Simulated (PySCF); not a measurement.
A structure optimised at PBE-D3(BJ)/def2-SVP, used in a PySCF frequency run:

```xyz
12

C      1.0962    -2.0250     0.0000
C      0.2892    -1.1019     0.0000
C     -0.6482    -0.0157     0.0000
C     -1.9904    -0.2280     0.0000
O     -0.1746     1.2690     0.0000
C      1.2295     1.4785     0.0000
H      1.7983    -2.8471     0.0000
H     -2.3865    -1.2500     0.0000
H     -2.6799     0.6279     0.0000
H      1.3741     2.5750     0.0000
H      1.7159     1.0472     0.9020
H      1.7159     1.0472    -0.9020
```
Charge 0, spin multiplicity 1.

Problem. Write its SMILES, formula and point group.

Solution. C#CC(=C)OC, C5H6O, Cs

Problem. What are its rotational constants (standard atomic weights)?

Solution. 4.5136, 3.6734, 2.0522 GHz
